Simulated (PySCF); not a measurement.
H7NO2Si2, SMILES N[Si@H](O)O[SiH3].

Coordinates come from a PBE0-D3(BJ)/def2-SVP optimisation. The structure was generated by enumeration; whether it is a known compound was not checked. Other conformers were not sampled.

Two levels are set side by side: TDA-PBE/def2-SVPD (PySCF) and TDA-ωB97X/def2-SVPD (PySCF). Vertical, same geometry. The lowest singlet is HOMO→LUMO 99 % with PBE and HOMO→LUMO 63 %, HOMO→LUMO+2 15 % with the other functional; states are paired by order. Differences are taken from unrounded values.

```
quantity                              TDA-ωB97X
------------------------------------  ---------
lowest singlet excitation (eV)             7.41
lowest triplet excitation (TDA) (eV)       7.16
```

What does TDA-PBE give, and how far is it from TDA-ωB97X? (Estimate from the structure and the level; the computed values follow.)


| quantity | TDA-PBE | TDA-PBE minus TDA-ωB97X |
|---|---|---|
| lowest singlet excitation (eV) | 5.89 | -1.52 |
| lowest triplet excitation (TDA) (eV) | 5.76 | -1.40 |

A lower first singlet is the usual sign of a functional without exact exchange. Differences between two approximate levels are no errors against the true value.

Rough cost on one machine, each run with all the roots and properties that it gave: TDA-ωB97X against TDA-PBE about 3 times.
